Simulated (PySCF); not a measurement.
Compound: C7H9O2 (doublet state).
Structure used (GFN2-xTB), in Å, numbered top down from 1:
```xyz
18
C7H9O2 angstrom
O      3.090   -0.263    0.730
C      2.348    0.150   -0.134
C      2.251    0.175   -1.552
O      1.088    0.851   -1.612
C      1.000    0.917   -0.156
C     -0.208    0.215    0.423
C     -1.586    0.718   -0.048
C     -1.998   -0.731   -0.351
C     -0.546   -1.182   -0.130
H      2.795   -0.135   -2.425
H      1.055    1.958    0.169
H     -0.099    0.220    1.508
H     -2.178    1.239    0.701
H     -1.514    1.335   -0.941
H     -2.687   -1.141    0.383
H     -2.397   -0.906   -1.347
H     -0.025   -1.407   -1.058
H     -0.399   -2.006    0.563
```

The hyperfine couplings belong to this conformer and change with its torsions.

Identity: `O=C1[CH]O[C@H]1C1CCC1` [radical].

Method used: UKS B3LYP, pcH-1 on C H O, non-relativistic, mean-field spin-orbit, GIAO (PySCF 2.14.0). Geometry: GFN2-xTB, one conformer, isolated molecule. The geometry wasn't refined by DFT: couplings that depend on bond lengths, twists or pyramidal angles can differ widely from those at the functional's own minimum. Stability of the SCF solution: not tested.

Task: Match the computed a_iso(17O) values -25.7, -19.0 MHz with the sites O1; O4.

Result: 
| site | a_iso (MHz) | ρ(0) (bohr⁻³) | position | distance from C3 (Å) | spin population | largest \|T\| (MHz) |
| --- | --- | --- | --- | --- | --- | --- |
| O1 | -19.0 | +0.0314 | 2 bonds from C3 | 2.47 | +0.27 | 85.5 |
| O4 | -25.7 | +0.0424 | 1 bond from C3 | 1.35 | +0.20 | 85.5 |

ρ(0) is the spin density at the nucleus and T the dipolar tensor. Largest spin populations (Mulliken): C3 (+0.59), O1 (+0.27) and O4 (+0.20). Three atoms exceed +0.15. The angles at C3 add up to 360.0°, so it is planar; its axial dipolar tensor and the negative coupling of its proton fit spin in a p orbital normal to that plane.

The SMILES `O=C1[CH]O[C@H]1C1CCC1` draws the unpaired electron on C3, whose computed spin population is only +0.59.
